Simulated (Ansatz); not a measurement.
Reactions of ClFH$_{6}$Si$_{3}$, SMILES `F[SiH](Cl)[SiH2][SiH3]`.

Isolated molecules relaxed with PBE0-D4/def2-TZVP in Ansatz; ΔE leaves out vibrations. CCSD(T)/CBS adds triple-zeta CCSD(T) − MP2 to the extrapolated MP2 energy (def2 sets, frozen cores). This one scheme is used for every species. DFT in def2-TZVPP. For Ge outer-core shells are correlated without core-valence functions, which leaves a few kJ/mol of doubt a bond. Scalar relativity is left out up to krypton. One conformer a species, not always the lowest.

| reaction | ωB97X-V (kcal/mol) | ωB97M-V (kcal/mol) | MP2/CBS(def2) (kcal/mol) | CCSD(T)/CBS(def2) (kcal/mol) |
| --- | --- | --- | --- | --- |
| `F[SiH](Cl)[SiH2][SiH3]` + `[OH][GeH2][SiH3]` → `[SiH3][O][GeH2][SiH3]` + `F[SiH]([SiH3])Cl` | -22.3 | -23.2 | -24.3 | -22.8 |
| `F[SiH](Cl)[SiH2][SiH3]` + `O[SiH2]O` → `O[SiH2]O[SiH2][SiH3]` + `F[SiH2]Cl` | -22.2 | -23.0 | -24.0 | -22.7 |
| `F[SiH](Cl)[SiH2][SiH3]` + `CC(F)[SiH2]N` → `N[SiH2][SiH2][SiH3]` + `C[C@H](F)[Si@H](F)Cl` | -1.1 | -1.1 | -0.9 | -0.9 |
| `F[SiH](Cl)[SiH2][SiH3]` + `FC1NCO1` → `FC1OCN1[SiH3]` + `F[SiH]([SiH3])Cl` | -9.3 | -10.3 | -11.5 | -9.6 |

Largest T1 diagnostic: 0.012, for `F[SiH](Cl)[SiH2][SiH3]`.
